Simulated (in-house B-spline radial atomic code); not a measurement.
RPA and G0W0 for La⁶⁺, [Kr] 4d10 5s2 5p3, highest spin, as one setting changes: the share of exact exchange in the PBE hybrid start. A dash marks a level of low quasi-particle weight. Computed with a B-spline radial code for spherical atoms: all electrons, scalar-relativistic (spin-free one-electron X2C), finite nucleus, each spin shell either full or empty, empty states to l = 9 with an (l + 1/2)⁻⁴ tail; G0W0 by contour deformation at full frequency.

Spin-orbit coupling, left out, splits p levels strongly here.

```csv
share of exact exchange in the PBE hybrid start,mean-field level (eV),G0W0 level (eV),RPA correlation (Eh)
0,-84.52,5p up -91.54,-4.1799
0.1,?,?,?
0.2,-86.05,5p up -91.69,-4.1113
0.3,-86.81,5p up -91.74,-4.0787
0.4,-87.58,5p up -91.77,-4.0471
0.5,-88.34,5p up -91.80,-4.0164
0.6,-89.10,5p up -91.83,-3.9865
0.7,?,?,?
0.8,-90.63,5p up -91.87,-3.9292
0.9,-91.39,5p up -91.89,-3.9016
1,-92.15,5p up -91.91,-3.8747
```

Q: What belongs in the row for 0.1?

A: mean-field level (eV): -85.29; G0W0 level (eV): 5p up -91.63; RPA correlation (Eh): -4.145.

Q: What belongs in the row for 0.7?

A: mean-field level (eV): -89.87; G0W0 level (eV): 5p up -91.85; RPA correlation (Eh): -3.9575.

Q: At what share of exact exchange does G0W0 leave the highest level unchanged?

A: Near 0.97, where the shift changes sign (-0.500 eV at 0.9, +0.246 eV at 1).
